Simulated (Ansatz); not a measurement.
`O[B-]1(Cl)OC(C(F)(F)F)=CC(C(F)(F)F)=[O+]1` and `FC(F)(F)C1=CC(C(F)(F)F)=[O+][B-](Cl)(Cl)O1` differ in one atom or group.

Ansatz, PBE0-D4/def2-TZVP geometries, multiplicity 1. Each molecule was computed in one conformer, which needn't be the lowest.

```csv
property,`O[B-]1(Cl)OC(C(F)(F)F)=CC(C(F)(F)F)=[O+]1`
HOMO energy (ωB97M-V/def2-TZVPP) / eV,-10.97
HOMO–LUMO gap (B3LYP/def2-TZVPP) / eV,4.48
size of the dipole moment (PBE/def2-TZVPP) / D,2.09
HOMO energy (PBE0/def2-TZVPP) / eV,-8.73
HOMO–LUMO gap (ωB97M-V/def2-TZVPP) / eV,9.32
HOMO–LUMO gap (PBE0/def2-TZVPP) / eV,4.94
```

**Question.** Give the same properties after the change, and the shifts. (Best estimate.)

**Answer.** The calculation gave: 
```csv
property,`FC(F)(F)C1=CC(C(F)(F)F)=[O+][B-](Cl)(Cl)O1`,shift
HOMO energy (ωB97M-V/def2-TZVPP) / eV,-10.72,0.25
HOMO–LUMO gap (B3LYP/def2-TZVPP) / eV,3.90,-0.58
size of the dipole moment (PBE/def2-TZVPP) / D,4.12,2.03
HOMO energy (PBE0/def2-TZVPP) / eV,-8.48,0.25
HOMO–LUMO gap (ωB97M-V/def2-TZVPP) / eV,8.73,-0.59
HOMO–LUMO gap (PBE0/def2-TZVPP) / eV,4.38,-0.56
```

With PBE0 the HOMO rises by 0.25 eV and the LUMO falls by 0.33 eV, so the gap narrows by about 0.58 eV. PBE moves the HOMO by 0.20 eV and ωB97M-V by 0.25 eV. Dipoles are sizes alone; their direction can turn.

B3LYP here is the variant with VWN-RPA as its local correlation; programs differ in this.
